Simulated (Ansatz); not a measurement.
(BeSe)n off (charge +1): PBE-D4/def2-SVP single points in Ansatz on relaxed structures, gas phase. Each cluster is the lowest isomer that a short search found in that spin, judged at the geometry's level, and lower ones may exist. HOMO and LUMO are taken over both spins. The structures are stationary points that may keep the symmetry of their start.

| species | atoms | state | geometry | HOMO (eV) | LUMO (eV) | gap (eV) | point group (within 0.1 Å) |
| --- | --- | --- | --- | --- | --- | --- | --- |
| Be2Se2⁺ | 4 | doublet | PBE0-D4/def2-TZVP | -12.06 | -11.17 | 0.89 | D2h |
| Be3Se2⁺ | 5 | doublet | PBE-D4/def2-SVP | -9.60 | -8.51 | 1.10 | D3h |
| Be4Se3⁺ | 7 | doublet | B3LYP-D4/def2-SVP | -9.61 | -8.74 | 0.87 | C3v |

(1) Estimate the rows for Be5Se4⁺ (doublet, r2SCAN-D4/def2-SVP geometry).

(1) 
```csv
species,atoms,state,geometry,HOMO (eV),LUMO (eV),gap (eV),point group (within 0.1 Å)
Be5Se4⁺,9,doublet,r2SCAN-D4/def2-SVP,-9.08,-8.35,0.73,Cs
```

The gap (eV) runs from 0.73 (Be5Se4⁺) to 1.10 (Be3Se2⁺). It doesn't follow size steadily.
